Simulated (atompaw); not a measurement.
## Cutoff test, rhenium (Re), PAW (atompaw)

atompaw 4.2.0.5 input, output lines left out:

```
Re 75
GGA-PBE scalarrelativistic loggrid 2001 logderivrange -8 5 326
6 6 5 4 0 0
6 1 0
5 2 5
0 0 0
c
c
c
c
v
v
c
c
c
v
v
c
c
v
c
2
2.50 2.05 1.65 1.38
n
n
y
0.55
n
bloechl besselshape
bessel
```

The pseudo-atom Hamiltonian at the reference potential is diagonalised in spherical Bessel functions j_l(qr) that vanish at 20 bohr, with q² up to the cutoff. All-electron valence levels (Ry): 5s -6.2659, 6s -0.4368, 5p -3.4552, 6p -0.0969, 5d -0.3945.

Question: How do the lowest levels (Ry) of each channel move with the cutoff, and are there ghosts?

Answer:

| cutoff (Ry) | s #1 | s #2 | p #1 | p #2 | p #3 | d #1 | f #1 | f #2 | Σ f·Δε (mRy) |
| --- | --- | --- | --- | --- | --- | --- | --- | --- | --- |
| 8 | -5.9279 | -0.3742 | -2.9446 | -0.0525 | 0.0618 | -0.1596 | 0.1111 | 0.2320 | 5039.4 |
| 10 | -6.0952 | -0.4029 | -3.1510 | -0.0641 | 0.0583 | -0.2413 | 0.1111 | 0.2320 | 3000.0 |
| 12 | -6.1882 | -0.4208 | -3.2858 | -0.0743 | 0.0557 | -0.3048 | 0.1111 | 0.2320 | 1652.0 |
| 15 | -6.2341 | -0.4304 | -3.3958 | -0.0863 | 0.0529 | -0.3476 | 0.1111 | 0.2320 | 667.3 |
| 18 | -6.2590 | -0.4357 | -3.4295 | -0.0915 | 0.0518 | -0.3805 | 0.1111 | 0.2320 | 240.2 |
| 21 | -6.2636 | -0.4366 | -3.4453 | -0.0945 | 0.0512 | -0.3893 | 0.1111 | 0.2320 | 90.3 |
| 25 | -6.2652 | -0.4368 | -3.4533 | -0.0964 | 0.0509 | -0.3928 | 0.1111 | 0.2320 | 21.2 |
| 30 | -6.2657 | -0.4368 | -3.4549 | -0.0968 | 0.0508 | -0.3943 | 0.1111 | 0.2320 | 3.3 |
| 35 | -6.2659 | -0.4368 | -3.4552 | -0.0969 | 0.0508 | -0.3944 | 0.1111 | 0.2320 | 0.7 |
| 40 | -6.2659 | -0.4368 | -3.4552 | -0.0969 | 0.0508 | -0.3945 | 0.1111 | 0.2320 | 0.3 |
| 45 | -6.2659 | -0.4368 | -3.4552 | -0.0969 | 0.0508 | -0.3945 | 0.1111 | 0.2320 | 0.1 |
| 400 | -6.2659 | -0.4368 | -3.4552 | -0.0969 | 0.0508 | -0.3945 | 0.1111 | 0.2320 | 0.0 |

Result: no extra level below or beside the all-electron valence levels (s, p, d, f tested); 10 mRy is reached at 30 Ry and 1 mRy at 35 Ry.
